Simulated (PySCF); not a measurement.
BH3N, SMILES [BH]N (connectivity only; charge and spin as stated), charge +1, multiplicity 1.

Coordinates come from a TPSSh-D3(BJ)/def2-TZVP optimisation. The multiplicity is an assumed one; other spin states were not compared. The isomer is the one that the SMILES or the coordinates give; other isomers of the formula were not compared.

Method: TDDFT-PBE0/def2-TZVPD (PySCF 2.14.0).

Vertical excitations. Isolated molecule, no solvent. State labels are in the subgroup C2v.

| state | symmetry | energy (eV) | λ (nm) | f | main pairs |
|---|---|---|---|---|---|
| S1 | A2 | 5.85 | 212 | 0.000 | HOMO→LUMO 100 % |
| S2 | A1 | 9.02 | 137 | 0.170 | HOMO→LUMO+1 90 % |
| S3 | B2 | 9.27 | 134 | 0.043 | HOMO−1→LUMO 98 % |
| S4 | B1 | 9.90 | 125 | 0.051 | HOMO→LUMO+2 97 % |
| S5 | B1 | 11.04 | 112 | 0.077 | HOMO−1→LUMO+1 91 % |
| S6 | A2 | 11.77 | 105 | 0.000 | HOMO→LUMO+4 98 % |
| S7 | B1 | 12.07 | 103 | 0.009 | HOMO→LUMO+3 70 %, HOMO→LUMO+5 23 % |
| S8 | A1 | 12.23 | 101 | 0.269 | HOMO−2→LUMO 87 % |
| S9 | B2 | 12.50 | 99 | 0.083 | HOMO−3→LUMO 93 % |
| S10 | B1 | 12.65 | 98 | 0.025 | HOMO→LUMO+5 73 %, HOMO→LUMO+3 26 % |
| T1 | A2 | 5.50 | 226 | 0 | HOMO→LUMO 99 % |
| T2 | A1 | 6.32 | 196 | 0 | HOMO→LUMO+1 98 % |
| T3 | B2 | 7.62 | 163 | 0 | HOMO−1→LUMO 98 % |
| T4 | B1 | 9.24 | 134 | 0 | HOMO→LUMO+2 73 %, HOMO−1→LUMO+1 24 % |
Triplets are in the Tamm–Dancoff approximation, which puts them higher than full response would, so one can lie above its singlet here.
